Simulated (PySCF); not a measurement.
# SnF: frontier orbitals

PBE0 at R = 1.964 Å; Sn cc-pVTZ-PP with ECP28, F cc-pVTZ; scalar-relativistic core potentials (PySCF 2.14). State: ²Π (doublet), unpaired electrons π ↑. Only the outer orbitals are listed, counted within each symmetry, core potentials removing the inner ones.

```
spin  orbital  occ.  ε (eV)  on Sn (%)           main shells (%)
   α       6σ     1  -13.36         59           57 Sn s, 39 F p
   α       3π     1  -10.61          7                    93 F p
   α       3π     1  -10.49          7                    93 F p
   α       7σ     1   -9.66         55  45 F p, 38 Sn s, 14 Sn p
   α       4π     1   -4.86         96                   95 Sn p
   α       4π     0   -2.99         96                   95 Sn p
   α       8σ     0   -0.69         95          82 Sn p, 10 Sn d
   α       9σ     0    1.96        100                   95 Sn s
   β       6σ     1  -12.91         49           49 F p, 47 Sn s
   β       3π     1  -10.48          7                    93 F p
   β       3π     1  -10.30          6                    94 F p
   β       7σ     1   -9.22         64  49 Sn s, 36 F p, 14 Sn p
   β       4π     0   -2.67         97                   96 Sn p
   β       4π     0   -1.86         97                   96 Sn p
   β       8σ     0   -0.38         96           83 Sn p, 9 Sn d
```

Task: Which are the highest filled and the lowest empty level, where do they sit, and how wide is the gap?

Result: Highest filled α 4π at -4.86 eV (in %: 95 Sn p); lowest empty α 4π at -2.99 eV (in %: 95 Sn p); the gap at PBE0 is 1.87 eV. Both belong to one degenerate shell, split only by its one-sided filling, so this is no excitation gap.

```json
{
  "bond order (Mayer)": "0.96",
  "⟨S²⟩": "0.754",
  "charge on Sn (Mulliken, basis-dependent)": "0.44",
  "charge on Sn (Löwdin, basis-dependent)": "0.31",
  "dipole moment (positive dipole means Sn(−)F(+))": "-2.66 D",
  "polarisability along the bond": "39.7 bohr³",
  "polarisability across the bond": "39.9 bohr³"
}
```

Spin–orbit coupling is left out. The state was picked by a PBE0 search and need not be the measured ground state.
